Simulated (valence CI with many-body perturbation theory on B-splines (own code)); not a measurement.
# E1 transitions of Pd XXXIV

Computed by configuration interaction combined with many-body perturbation theory (CI+MBPT): three valence electrons over a frozen Dirac-Fock core [Ne], a basis of 11 s, 11 p, 9 d, 7 f, 5 g, 2 h, 1 i functions for each j, with the one-electron correlation potential Σ1, the two-electron term Σ2, the three-electron term Σ3, Breit, model QED; selected CI, second order for the rest (own B-spline code, finite nucleus).

The last digits are not significant, and no measured levels were compared; by estimate large intervals hold to a few tenths of a per cent, small ones and those within an open d or f shell to about a per cent.

Lines 101 to 150 of 282 in falling wavelength, among levels below 411.20 eV, chosen from the strongest by gf and those to the six lowest levels. Wavelengths and rates use the calculated energies. Electric multipoles are in the length gauge, E1 and E2 with the static RPA response of the core. Weak lines are less certain than strong ones. Lines between different terms over intervals too small for the method are left out, as are lines whose strength nearly cancels. The highest levels of a list are the least certain.

Levels are named by their leading jj configuration (3d3/2^4 stands for four electrons in 3d with j = 3/2), which in mixed levels can hold well under half, so a name can repeat and another be missing. Letters in brackets count levels of one name in rising energy.

| λ vac (nm) | Upper | Lower | A (s⁻¹) | S (a.u.) |
| --- | --- | --- | --- | --- |
| 9.714 | (3p3/2^2 3d3/2) J=3/2 | (3s 3p3/2 3d3/2) J=1/2 [a] | 2.20e+10 | 3.99e-02 |
| 9.709 | (3p3/2^2 3d5/2) J=9/2 | (3s 3p3/2 3d3/2) J=7/2 | 3.94e+10 | 1.78e-01 |
| 9.696 | (3p3/2^2 3d5/2) J=7/2 | (3s 3p3/2 3d5/2) J=9/2 | 1.50e+10 | 5.41e-02 |
| 9.687 | (3p3/2^2 3d3/2) J=3/2 | (3s 3p3/2 3d3/2) J=3/2 [a] | 2.47e+10 | 4.44e-02 |
| 9.678 | (3s 3d3/2 3d5/2) J=5/2 [a] | (3s 3p3/2 3d3/2) J=3/2 [a] | 4.71e+10 | 1.26e-01 |
| 9.670 | (3p3/2^2 3d3/2) J=3/2 | (3s 3p3/2 3d3/2) J=5/2 [a] | 1.79e+10 | 3.20e-02 |
| 9.661 | (3s 3d3/2 3d5/2) J=5/2 [a] | (3s 3p3/2 3d3/2) J=5/2 [a] | 2.39e+10 | 6.40e-02 |
| 9.645 | (3p1/2 3p3/2 3d5/2) J=3/2 [a] | (3p1/2 3p3/2^2) J=3/2 | 3.14e+10 | 5.56e-02 |
| 9.642 | (3p1/2 3p3/2 3d3/2) J=7/2 | (3s 3p1/2 3d3/2) J=5/2 | 3.98e+10 | 1.41e-01 |
| 9.627 | (3p1/2 3p3/2 3d5/2) J=1/2 | (3p1/2 3p3/2^2) J=1/2 | 8.72e+10 | 7.68e-02 |
| 9.620 | (3s 3p3/2 3d5/2) J=3/2 [a] | (3s 3p3/2^2) J=5/2 | 5.33e+10 | 9.36e-02 |
| 9.618 | (3p1/2 3p3/2 3d5/2) J=5/2 [a] | (3p1/2 3p3/2^2) J=3/2 | 1.09e+10 | 2.88e-02 |
| 9.614 | (3s 3d3/2 3d5/2) J=7/2 | (3s 3p3/2 3d3/2) J=5/2 [a] | 5.89e+10 | 2.07e-01 |
| 9.594 | (3p1/2 3p3/2 3d5/2) J=3/2 [b] | (3p1/2 3p3/2^2) J=1/2 | 2.82e+10 | 4.91e-02 |
| 9.581 | (3s 3p1/2 3d5/2) J=3/2 | (3s 3p1/2 3p3/2) J=1/2 | 7.43e+10 | 1.29e-01 |
| 9.561 | (3p1/2 3p3/2^2) J=1/2 | (3s 3p1/2 3p3/2) J=3/2 [b] | 8.64e+10 | 7.45e-02 |
| 9.556 | (3p1/2 3p3/2 3d3/2) J=3/2 [b] | (3s 3p1/2 3d3/2) J=3/2 [b] | 2.13e+10 | 3.67e-02 |
| 9.546 | (3s 3p1/2 3d5/2) J=5/2 [a] | (3s 3p1/2 3p3/2) J=3/2 [a] | 2.18e+10 | 5.63e-02 |
| 9.543 | (3s 3p1/2 3d5/2) J=5/2 [b] | (3s 3p1/2 3p3/2) J=5/2 | 3.26e+10 | 8.39e-02 |
| 9.525 | (3p1/2 3p3/2 3d5/2) J=5/2 [b] | (3s 3p1/2 3d3/2) J=3/2 [b] | 1.90e+10 | 4.87e-02 |
| 9.497 | (3p1/2^2 3p3/2) J=3/2 | (3s 3p1/2^2) J=1/2 | 2.12e+10 | 3.58e-02 |
| 9.471 | (3p1/2 3p3/2 3d5/2) J=3/2 [a] | (3s 3p1/2 3d5/2) J=5/2 [a] | 3.02e+10 | 5.07e-02 |
| 9.445 | (3p1/2 3p3/2 3d5/2) J=5/2 [a] | (3s 3p1/2 3d5/2) J=5/2 [a] | 2.89e+10 | 7.22e-02 |
| 9.444 | (3p1/2 3p3/2 3d3/2) J=1/2 [b] | (3s 3p1/2 3d3/2) J=1/2 | 3.23e+10 | 2.68e-02 |
| 9.438 | (3s 3p3/2 3d5/2) J=1/2 | (3s 3p3/2^2) J=1/2 | 8.40e+10 | 6.97e-02 |
| 9.431 | (3s 3p3/2 3d5/2) J=5/2 [b] | (3s 3p3/2^2) J=3/2 | 1.17e+11 | 2.90e-01 |
| 9.423 | (3p3/2^2 3d5/2) J=9/2 | (3s 3p3/2 3d5/2) J=9/2 | 1.93e+10 | 7.96e-02 |
| 9.420 | (3s 3p1/2 3d5/2) J=5/2 [c] | (3s 3p1/2 3p3/2) J=3/2 [b] | 7.71e+10 | 1.91e-01 |
| 9.416 | (3p1/2 3p3/2 3d3/2) J=3/2 [a] | (3s 3p1/2 3d3/2) J=3/2 [a] | 3.93e+10 | 6.48e-02 |
| 9.387 | (3s 3d3/2 3d5/2) J=7/2 | (3s 3p3/2 3d5/2) J=9/2 | 1.10e+10 | 3.61e-02 |
| 9.376 | (3p1/2 3p3/2^2) J=3/2 | (3s 3p1/2 3p3/2) J=3/2 [a] | 5.36e+10 | 8.72e-02 |
| 9.336 | (3s 3p3/2 3d5/2) J=5/2 [a] | (3s 3p3/2^2) J=5/2 | 9.49e+10 | 2.29e-01 |
| 9.317 | (3p1/2 3p3/2 3d3/2) J=3/2 [b] | (3p1/2 3p3/2^2) J=3/2 | 2.16e+10 | 3.45e-02 |
| 9.311 | (3s 3d5/2^2) J=9/2 | (3s 3p3/2 3d3/2) J=7/2 | 5.66e+10 | 2.25e-01 |
| 9.299 | (3p1/2 3p3/2 3d3/2) J=1/2 [a] | (3s 3p1/2 3d3/2) J=3/2 [a] | 8.80e+10 | 6.98e-02 |
| 9.290 | (3s 3p3/2 3d5/2) J=3/2 [b] | (3s^2 3d5/2) J=5/2 | 1.19e+11 | 1.88e-01 |
| 9.287 | (3p1/2 3p3/2 3d5/2) J=5/2 [b] | (3p1/2 3p3/2^2) J=3/2 | 1.45e+10 | 3.45e-02 |
| 9.211 | (3p1/2 3p3/2 3d5/2) J=7/2 [b] | (3s 3p1/2 3d5/2) J=7/2 | 1.36e+10 | 4.21e-02 |
| 9.203 | (3s 3p3/2 3d5/2) J=5/2 [b] | (3s^2 3d5/2) J=5/2 | 1.09e+11 | 2.51e-01 |
| 9.202 | (3s 3p3/2 3d3/2) J=5/2 [b] | (3s^2 3d3/2) J=3/2 | 1.65e+11 | 3.81e-01 |
| 9.192 | (3s 3p1/2 3p3/2) J=1/2 | (3s^2 3p1/2) J=1/2 | 1.54e+11 | 1.18e-01 |
| 9.172 | (3s 3p3/2^2) J=1/2 | (3s^2 3p3/2) J=3/2 | 1.10e+11 | 8.41e-02 |
| 9.154 | (3s 3p3/2 3d5/2) J=3/2 [b] | (3s 3p3/2^2) J=1/2 | 7.90e+10 | 1.20e-01 |
| 9.146 | (3s 3p1/2 3d3/2) J=3/2 [b] | (3s 3p1/2 3p3/2) J=3/2 [a] | 8.81e+09 | 1.33e-02 |
| 9.142 | (3s 3p1/2 3d3/2) J=1/2 | (3s 3p1/2 3p3/2) J=3/2 [a] | 2.74e+09 | 2.07e-03 |
| 9.136 | (3s 3p3/2 3d3/2) J=1/2 [b] | (3s^2 3d3/2) J=3/2 | 1.05e+11 | 7.87e-02 |
| 9.126 | (3p1/2 3p3/2 3d5/2) J=5/2 [b] | (3s 3p1/2 3d5/2) J=5/2 [a] | 1.36e+10 | 3.05e-02 |
| 9.094 | (3p3/2^3) J=3/2 | (3s 3p3/2^2) J=3/2 | 2.44e+11 | 3.62e-01 |
| 9.091 | (3s 3d3/2 3d5/2) J=3/2 | (3s 3p3/2 3d3/2) J=1/2 [a] | 4.45e+10 | 6.60e-02 |
| 9.067 | (3s 3d3/2 3d5/2) J=3/2 | (3s 3p3/2 3d3/2) J=3/2 [a] | 3.28e+10 | 4.82e-02 |
